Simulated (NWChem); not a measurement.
AlH$_{2}$O$_{2}$Cl; SMILES [Cl][Al]([OH])[OH]

```xyz
6

Al    -0.0059     0.4153     0.0000
Cl    -0.0041    -1.6749     0.0000
O     -1.5020     1.1952     0.0000
H     -1.6202     2.1462     0.0000
O      1.4332     1.3041     0.0000
H      2.3169     0.9336     0.0000
```
Atoms are numbered in this order, from 1.

Results from NWChem. Pople sets run with spherical d functions. Medium grid unless said otherwise, to which SCAN and Minnesota functionals are sensitive. All runs use the structure optimised with PBE0/def2-SVP. Hybrids' shares of exact exchange are those that their runs print; pure functionals count as 0. The functionals differ in more than this share.

| row | share of exact exchange | highest occupied level (eV) |
|---|---|---|
| PBE/6-31G* | 0.00 | -7.25 |
| BLYP/6-31G* | 0.00 | -7.10 |
| B3LYP/6-31G* | 0.20 | -8.70 |
| PBE0/6-31G* | 0.25 | -9.05 |
| M05-2X/6-31G* | 0.56 | withheld |
| Hartree-Fock/6-31G* | 1.00 | -12.61 |

Fit a straight line of the last column on the one before it, predict the withheld value, and compare with the run.


1. Means of the 5 shown rows: x = 0.290, y = -8.942. Slope Σ(x − x̄)(y − ȳ)/Σ(x − x̄)² = -3.647/0.6820 = -5.347; intercept -7.391.
2. The shown rows scatter about the line by 0.238 (root mean square); the largest residual is -0.32, at PBE0/6-31G*.
3. At x = 0.56 (M05-2X/6-31G*; inside the shown range) the line gives -10.39.
4. The run gives -10.54, -0.15 from the line, 0.6 times the scatter.
